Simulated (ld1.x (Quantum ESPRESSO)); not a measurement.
**What the settings do to the ultrasoft potential of O**

Base potential:

O, ultrasoft, made with ld1.x (Quantum ESPRESSO) 7.5 (PBE, scalar-relativistic). Core [He], reference 2s1.5 2p4.5. Waves: 2s (bound): rcut 0.70, rcutus 1.00 bohr; 2s channel at 1.15 Ry: rcut 0.70, rcutus 1.00 bohr; 2p (bound): rcut 1.15, rcutus 1.55 bohr; 2p channel at 4.65 Ry: rcut 1.15, rcutus 1.55 bohr; 3d channel at 0.2 Ry: rcut 1.05, rcutus 1.30 bohr. Local part: all-electron potential smoothed inside 1.10 bohr (lloc = -1). Core correction: a·sin(br)/r model core, default radius (core density twice the valence density). Augmentation charge: PSQ, radius 0.75 bohr.

Cutoffs, loose and tight: the cutoffs (Ry, on a coarse ladder) from which the occupation-weighted sum of valence levels, in a spherical-Bessel basis at the reference potential, stays within 10 and 1 mRy of its value at 400 Ry. They do not see the model core or the augmentation charge, which bear on the density cutoff. Test errors are all-electron minus pseudo excitation energies from the reference, over the configurations 2s2 2p4; 2s2 2p3; 2s2 2p2; 2s2 2p3.5; 2s0 2p6; 2s1 2p4; 2s2 2p1. A dash means not determined; rows that change the core or the reference have their own tests.

Cutoffs are not given where the Bessel-basis levels miss the radial ones by over 6 mRy, ghosts where they miss by over 20 mRy; a channel whose overlap is not positive is not tested.

A file whose overlap is not positive is unfit for use, and its test errors describe a broken file.

| change | outcome | cutoff, loose | cutoff, tight | bound ghosts | largest test error (meV) |
| --- | --- | --- | --- | --- | --- |
| base | generated | 30 Ry | 50 Ry | none | -37 |
| local potential all-electron potential smoothed inside 0.58 bohr (lloc = -1) | generated, overlap not positive | – | – | not determined (overlap not positive) | -37 |
| local potential all-electron potential smoothed inside 0.76 bohr (lloc = -1) | generated, overlap not positive | – | – | not determined (overlap not positive) | -38 |
| local potential all-electron potential smoothed inside 0.90 bohr (lloc = -1) | generated | 30 Ry | 50 Ry | none | -38 |
| local potential all-electron potential smoothed inside 1.02 bohr (lloc = -1) | generated | 30 Ry | 50 Ry | none | -38 |
| local potential all-electron potential smoothed inside 1.24 bohr (lloc = -1) | generated | 30 Ry | 50 Ry | none | -32 |
| local potential all-electron potential smoothed inside 1.32 bohr (lloc = -1) | generated | 30 Ry | 50 Ry | none | -34 |
| local potential all-electron potential smoothed inside 1.52 bohr (lloc = -1) | generated | 30 Ry | 50 Ry | none | -11 |
| local potential all-electron potential smoothed inside 1.66 bohr (lloc = -1) | generated | 30 Ry | 50 Ry | none | -30 |
| local potential all-electron potential smoothed inside 1.78 bohr (lloc = -1) | generated | 30 Ry | 50 Ry | none | -41 |

Reading the sweep of the rcloc (base included, trends over the rows without a ghost): The loose cutoff stays near 30 Ry. The median size of the test errors (rows with all tests solved) is not monotonic: lowest 0.5 meV at 1.1 bohr, highest 3.8 meV at 1.32 bohr.
